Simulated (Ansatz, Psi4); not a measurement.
Gas-phase reaction in SMILES: N(B(C)C)C + H+ → CB(C)[NH2+]C (at N, the best of the heteroatom sites tried; carbon was not tried)

Quantity: proton affinity (electronic), in kcal/mol. Positive where the reaction releases energy. Conventions: dispersion terms only where a functional's name holds one; valence correlation only; 6-311+G** with 5d; non-relativistic; LANL2DZ all-electron up to Ne; no spin-orbit coupling. CBS marks a two-point X^-3 extrapolation of the correlation energy; Hartree-Fock from the larger set. First-principles rows: single points at B3LYP-D3(BJ) geometries (Ansatz, an electronic-structure program).

Coupled cluster (Ansatz) is a level with limits of its own, used here on species with T1 under 0.025 (0.045 for open shells) and stable references: CCSD(T)/CBS(cc-pVTZ,cc-pVQZ).

Value to compare with, CCSD(T)/CBS(cc-pVTZ,cc-pVQZ) (Ansatz): 211.8 kcal/mol.

```json
[
 {"level": "HF/LANL2DZ", "program": "Ansatz", "proton affinity (electronic) (kcal/mol)": "215.5", "difference": "3.7"},
 {"level": "PBE/3-21G", "program": "Ansatz", "proton affinity (electronic) (kcal/mol)": "216.0", "difference": "4.2"},
 {"level": "B3LYP/STO-3G", "program": "Ansatz", "proton affinity (electronic) (kcal/mol)": "247.9", "difference": "36.1"},
 {"level": "B3LYP/cc-pVDZ", "program": "Ansatz", "proton affinity (electronic) (kcal/mol)": "213.5", "difference": "1.7"},
 {"level": "wB97X-D/6-311+G**", "program": "Psi4", "proton affinity (electronic) (kcal/mol)": "215.0", "difference": "3.2"},
 {"level": "MP2/3-21G", "program": "Ansatz", "proton affinity (electronic) (kcal/mol)": "218.1", "difference": "6.3"},
 {"level": "B3LYP-D3(BJ)/def2-TZVPD", "program": "Ansatz + dftd3", "proton affinity (electronic) (kcal/mol)": "212.9", "difference": "1.1"},
 {"level": "wB97X-V/def2-TZVPD", "program": "Ansatz", "proton affinity (electronic) (kcal/mol)": "213.3", "difference": "1.5"},
 {"level": "B2PLYP-D3(BJ)/def2-TZVPD", "program": "Ansatz + dftd3", "proton affinity (electronic) (kcal/mol)": "211.4", "difference": "-0.4"}
]
```

Among the 6 habitual levels, B3LYP/STO-3G lies farthest from CCSD(T)/CBS(cc-pVTZ,cc-pVQZ) (Ansatz) (36.1 kcal/mol) and B3LYP/cc-pVDZ nearest (1.7); 6 of 6 lie above it, and their mean absolute difference is 9.2 kcal/mol, the median 4.0. One case shows no general order.

The levels are drawn from those run, B3LYP/6-31G* more often than the rest, none by its result; left out are runs that failed, that the program found above a lower state of the same kind, or whose <S^2> lies over 0.5 above the pure value.
